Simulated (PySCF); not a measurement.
**Highest orbital energy against ionisation energy along group 15**

Calculated with PySCF 2.14, no spin-orbit coupling. Each cell gives −ε(HOMO) / ΔSCF in eV; NIST values include spin-orbit coupling, (s) semi-empirical, (t) theoretical.

```json
{"species": "N⁺ (def2-QZVPPD, non-relativistic)", "UHF": "30.383 / 29.209", "LDA": "22.009 / 30.062", "PBE": "22.022 / 29.902", "PBE0": "24.244 / 29.914", "r2SCAN": "22.801 / 30.139", "NIST (lowest levels)": "29.601 (s)"}
{"species": "P⁺ (def2-QZVPPD, non-relativistic)", "UHF": "19.735 / 19.169", "LDA": "14.920 / 19.824", "PBE": "14.985 / 19.783", "PBE0": "16.332 / 19.820", "r2SCAN": "15.415 / 19.947", "NIST (lowest levels)": "19.769 (s)"}
{"species": "As⁺ (def2-QZVPPD, non-relativistic)", "UHF": "18.451 / 17.980", "LDA": "14.067 / 18.666", "PBE": "14.041 / 18.511", "PBE0": "15.313 / 18.564", "r2SCAN": "14.468 / 18.729", "NIST (lowest levels)": "18.589"}
{"species": "Sb⁺ (def2-QZVPPD with the def2 core potential (28 electrons), ECP)", "UHF": "16.400 / 16.005", "LDA": "12.630 / 16.655", "PBE": "12.562 / 16.466", "PBE0": "13.690 / 16.531", "r2SCAN": "12.948 / 16.657", "NIST (lowest levels)": "16.626 ± 0.025"}
{"species": "Bi⁺ (def2-QZVPPD with the def2 core potential (60 electrons), ECP)", "UHF": "15.673 / 15.308", "LDA": "12.110 / 15.978", "PBE": "12.004 / 15.761", "PBE0": "13.086 / 15.821", "r2SCAN": "12.372 / 15.912", "NIST (lowest levels)": "16.703"}
```

How far is −ε(HOMO) from ΔSCF on average for each method, and why?

UHF 0.59 eV; LDA -5.09 eV; PBE -4.96 eV; PBE0 -3.60 eV; r2SCAN -4.68 eV. Hartree-Fock orbital energies lack relaxation and so exceed the ΔSCF value; semilocal functionals have convex E(N) from self-interaction, so their HOMO lies far too high; exact exchange moves hybrids part of the way back.
